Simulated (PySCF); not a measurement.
C2H6OSi, SMILES C=CO[SiH3].

Geometry optimised at B3LYP-D3(BJ)/def2-SVP. A frequency run showed that this geometry is not a minimum. One conformer was computed; it need not be the lowest.

Two levels are set side by side: PBE/def2-TZVP (PySCF) and ωB97X/def2-TZVP (PySCF). Same geometry, gas phase. Differences are taken from unrounded values.

```json
[
 {"quantity": "orbital gap (eV)", "ωB97X": "11.35"},
 {"quantity": "highest occupied level (eV)", "ωB97X": "-9.23"},
 {"quantity": "lowest empty level (eV)", "ωB97X": "2.11"},
 {"quantity": "dipole moment (D)", "ωB97X": "1.08"},
 {"quantity": "mean polarisability (bohr³)", "ωB97X": "55.1"}
]
```

What does PBE give, and how far is it from ωB97X? (The exact figures need the calculation; the answer reports its results.)


| quantity | PBE | PBE minus ωB97X |
|---|---|---|
| orbital gap (eV) | 4.89 | -6.45 |
| highest occupied level (eV) | -5.72 | 3.51 |
| lowest empty level (eV) | -0.83 | -2.94 |
| dipole moment (D) | 0.98 | -0.09 |
| mean polarisability (bohr³) | 57.5 | 2.4 |

Without exact exchange PBE keeps part of each electron's self-repulsion, which lifts occupied levels and narrows the gap. Loosely held outer electrons make PBE densities more polarisable. Differences between two approximate levels are no errors against the true value.

Rough cost on one machine, each run with all the roots and properties that it gave: ωB97X against PBE within a factor of 2.
